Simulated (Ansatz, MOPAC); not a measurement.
Potential energy curve for HCl (cation, charge +1), doublet.

PM7, unrestricted, heats of formation (MOPAC); UKS-PBE = unrestricted PBE/cc-pVDZ in Ansatz (an electronic-structure program); UHF/cc-pVDZ (Ansatz); FCI = Ansatz with full CI/cc-pVDZ, frozen core.

Energies relative to the lowest point of each curve near equilibrium, in kcal/mol:

```csv
R / Å,PM7,UKS-PBE,UHF
0.99,43.6,73.6,68.1
1.12,11.5,22.2,18.4
1.30,0.0,0.6,0.1
1.36,1.2,0.0,0.7
1.41,3.4,0.9,2.6
1.81,35.7,27.3,36.4
2.15,60.0,50.8,59.2
2.88,81.9,71.3,76.9
3.22,84.6,73.8,79.2
3.57,85.7,74.6,80.2
3.97,86.2,74.4,80.6
5.25,86.7,71.0,80.8
```

Task: Predict the corresponding FCI column.

Result: 0.99: 71.2; 1.12: 20.3; 1.30: 0.2; 1.36: 0.3; 1.41: 1.7; 1.81: 32.0; 2.15: 58.1; 2.88: 90.0; 3.22: 96.3; 3.57: 99.4; 3.97: 100.7; 5.25: 101.2 (kcal/mol).

The unrestricted determinant behind UKS-PBE is spin-contaminated at 2.35 to 5.25 Å (<S²> up to 1.3, against 0.75 for a pure doublet). The unrestricted determinant behind UHF is spin-contaminated at 2.01 to 5.25 Å (<S²> up to 1.8, against 0.75 for a pure doublet).
